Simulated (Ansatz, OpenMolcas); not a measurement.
## From OpenMolcas to Ansatz

OpenMolcas 26.06 runs this on AlCl2F (SMILES [F][Al]([Cl])[Cl]):

coord.xyz:
```
4

F      0.087420     0.388220     1.682350
Al     0.004800     0.021530     0.093600
Cl     1.223040    -1.463690    -0.663450
Cl    -1.315270     1.053930    -1.112510
```

calc.inp:
```
&gateway
baslib=$CurrDir
coord=coord.xyz
basis=def2-SVPD
group=NoSym
&seward
gridinput
Grid=UltraFine
End of Grid
&scf
ksdft=BLYP
thresholds=1e-10 1e-07 1e-07 1e-05
prorbitals=1 2
&alaska
```

```bash
$ export MOLCAS_MEM=1860
$ pymolcas calc.inp > calc.log
```

(Basis files named in the input come from the Basis Set Exchange and aren't shown.)

The shape is that of a PBE0-D4/def2-TZVP optimisation.

The shape is far from stationary at this level.

It gives a total energy of -1262.452417 Eh.

Question: How is this level of theory, on these atoms, set up in Ansatz 0.2.0 as an input file of the program's own, asking for the energy?

Answer: This input was run:

molecule.yaml:
```yaml
basis:
  gaussian:
    orbitals: def2-SVPD
crystal:
  periodic: [false, false, false]
  atoms:
    - symbol: F
      position_ang: [0.087420, 0.388220, 1.682350]
    - symbol: Al
      position_ang: [0.004800, 0.021530, 0.093600]
    - symbol: Cl
      position_ang: [1.223040, -1.463690, -0.663450]
    - symbol: Cl
      position_ang: [-1.315270, 1.053930, -1.112510]
total_charge: 0
hamiltonian:
  xc: {name: BLYP}
accuracy: high
output:
  orbitals: {seedname: orbitals}
```

```bash
$ ansatz run molecule.yaml --threads 1 --pin off --max-ram 3480MiB --events-out events.jsonl --progress --plain --runs-dir runs
```

Its energy is -1262.452414 Eh, 0.003 mEh from the first.
